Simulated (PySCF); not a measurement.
# Stretching ZnB⁺

Set-up: Zn def2-SVP, B def2-SVP; no relativity (PySCF 2.14). Energies in eV from Zn + B⁺ in their ground configurations at the same level. All curves are PBE0. state 1: ¹Σ⁺ (singlet), closed shell; state 2: triplet, unpaired electrons σ ↑, π ↑, a second solution, started from another occupation; state 3: Ms = 0 determinant of mixed spin (⟨S²⟩ near 1.0), unpaired electrons σ ↓, π ↑, a second solution, started from another occupation; state 4: ³Σ⁺ (triplet), unpaired electrons σ ↑↑, a second solution, started from another occupation.

| R (Å) | state 1 | state 2 | state 3 | state 4 |
| --- | --- | --- | --- | --- |
| 2.024 | -1.940 | -1.301 | -0.7991 | -0.3094 |
| 2.118 | -2.117 | -1.288 | -0.8017 | -0.4999 |
| 2.212 | -2.215 | -1.221 | -0.7561 | -0.6220 |
| 2.282 | -2.250 | -1.149 | -0.7039 | -0.6810 |
| 2.353 | -2.260 | -1.066 | -0.6436 | -0.7190 |
| 2.424 | -2.250 | -0.977 | -0.5801 | -0.7406 |
| 2.518 | -2.214 | -0.857 | -0.4958 | -0.7503 |
| 2.635 | -2.143 | -0.712 | -0.3976 | -0.7404 |
| 2.776 | -2.035 | -0.557 | -0.2958 | -0.7077 |
| 2.965 | -1.873 | -0.385 | -0.1881 | -0.6447 |

Question: Put a parabola through the three lowest points of the state 1 curve and estimate Re, k and ωe (reduced mass 9.392 u; 1 eV/Å² = 0.16022 mdyn/Å; ωe = 1302.8·√(k/μ) cm⁻¹).

Answer: Through R = 2.282, 2.353, 2.424 Å the second-order coefficient is 1.98 eV/Å², so Re ≈ 2.353 Å, k ≈ 0.636 mdyn/Å and ωe ≈ 339 cm⁻¹. A polynomial fit of higher order to the unrounded PBE0 energies gives Re = 2.351 Å, k = 0.633 mdyn/Å, ωe = 338 cm⁻¹; anharmonicity and rounding make the difference.

The higher-order fit for each curve: state 1: Re = 2.351 Å, ωe = 338 cm⁻¹, De = 2.26 eV; state 3: Re = 2.073 Å, ωe = 446 cm⁻¹, minimum 0.81 eV below the ground-state fragments; state 4: Re = 2.522 Å, ωe = 226 cm⁻¹, minimum 0.75 eV below the ground-state fragments. State 2 gave no clean fit.

For an ion De counts to the pair picked by the measured ionisation energies or electron affinities, which need not be the lowest pair at this level.
